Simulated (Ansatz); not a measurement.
Compare A (`FC1([SeH])O[SiH2]1`) with its isomer B (`O[Si]1(F)C[Se]1`).

Calculated with Ansatz (gas phase, PBE0-D4/def2-TZVP geometries, no zero-point term in ΔE). CCSD(T)/CBS is the MP2 limit (def2-TZVPP, def2-QZVPP) plus CCSD(T) − MP2 in def2-TZVPP, frozen cores. Functionals use def2-TZVPP. For Se outer-core shells are correlated without core-valence functions, which leaves a few kJ/mol of doubt a bond. Scalar relativity is left out up to krypton. Each species was taken in one conformer, which may not be the lowest.

A:

Z-matrix (Å, degrees):
```
C
Se 1 1.943
O 1 1.409 2 111.3
F 1 1.355 2 111.6 3 -126.1
Si 1 1.821 2 125.2 3 69.4
H 2 1.468 1 93.4 3 -168.0
H 5 1.476 1 121.3 2 166.5
H 5 1.476 1 122.2 2 0.4
```

B:

Z-matrix (Å, degrees):
```
Si
F 1 1.589
C 1 1.807 2 119.9
O 1 1.620 2 108.2 3 -141.1
Se 1 2.195 2 118.4 3 71.7
H 3 1.085 1 121.2 2 6.4
H 3 1.085 1 120.9 2 -149.5
H 4 0.959 1 118.8 2 -34.4
```

(1) Which isomer does CCSD(T)/CBS put lower? Give the gap. (Best estimate.)

(2) Give E(B) − E(A) in kcal/mol with PBE-D4, MP2/def2-TZVPP, PBE0-D4, ωB97M-V, B2PLYP, HF/def2-TZVPP, CCSD(T)/def2-TZVPP. (Best estimate.)

Largest T1 diagnostic: 0.013.

Results:

(1) The calculation gave: B, by 105.9 kcal/mol.

(2) Ansatz gave: PBE-D4 -96.0, MP2/def2-TZVPP -108.2, PBE0-D4 -101.3, ωB97M-V -102.1, B2PLYP -103.5, HF/def2-TZVPP -108.0, CCSD(T)/def2-TZVPP -103.6. None reverses the order clearly.

From PBE to PBE0 (25 % exact exchange), in def2-TZVPP and without D4, E(B) − E(A) moves by −5.3 kcal/mol.
